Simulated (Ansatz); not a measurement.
`[CH3][Sn]([Cl])([Cl])[Cl]` + H₂ → `[Cl][SnH]([Cl])[Cl]` + CH₄ at 600 K and 1 bar (hydrogenolysis of the Sn–C bond).

Program: Ansatz. Geometries: PBE0-D4/def2-TZVP. ΔE: electronic, gas phase. CBS: MP2 limit from def2 TZ/QZ plus the TZ coupled-cluster correction, frozen cores. This one scheme is used for every species. Elements past krypton have def2 core potentials. For Sn outer-core shells are correlated without core-valence functions, which leaves a few kJ/mol of doubt a bond.

```json
{"species": "`[CH3][Sn]([Cl])([Cl])[Cl]`", "CCSD(T)/CBS energy (Eh)": "-1633.37264", "H − E (kJ/mol)": "167.7", "S (J/(mol·K))": "480.5"}
{"species": "H₂", "CCSD(T)/CBS energy (Eh)": "-1.17544", "H − E (kJ/mol)": "43.9", "S (J/(mol·K))": "150.8"}
{"species": "`[Cl][SnH]([Cl])[Cl]`", "CCSD(T)/CBS energy (Eh)": "-1594.09169", "H − E (kJ/mol)": "74.6", "S (J/(mol·K))": "409.9"}
{"species": "CH₄", "CCSD(T)/CBS energy (Eh)": "-40.46206", "H − E (kJ/mol)": "140.4", "S (J/(mol·K))": "215.7"}
```

H − E and S are ideal-gas, rigid-rotor, harmonic terms from PBE0-D4/def2-TZVP. The MP2-based limit puts H₂ 0.8 mEh under its directly extrapolated value; such offsets cancel only in part. 1 Eh = 2625.50 kJ/mol, R = 8.31446 J/(mol·K).

Question: By hand: ΔE, ΔH, ΔS and ΔG.

Answer: ΔE = (-1594.09169) + (-40.46206) − (-1633.37264) − (-1.17544) = -0.00567 Eh = -14.9 kJ/mol. Δ(H − E) = 74.6 + 140.4 − 167.7 − 43.9 = 3.4, so ΔH = -11.5 kJ/mol. ΔS = 409.9 + 215.7 − 480.5 − 150.8 = -5.7 J/(mol·K). ΔG = -11.5 − 600 × (-5.7)/1000 = -8.1 kJ/mol.

Question: By hand: the equilibrium constant, and the temperature at which ΔG would vanish if ΔH and ΔS stayed fixed.

Answer: log₁₀ K = −ΔG/(RT ln 10) = 0.7. ΔG = 0 at ΔH/ΔS = 2018 K, though so small a ΔS makes that figure unsure.

The number of gas molecules stays the same, so ΔS is small and ΔH decides. A doubt of 5 kJ/mol in ΔE shifts log₁₀ K by 0.4 here. These are equilibria of isolated gas molecules and say nothing of rates. Largest T1 diagnostic: 0.011 (customary marks: 0.02 for closed shells, 0.045 for open ones).
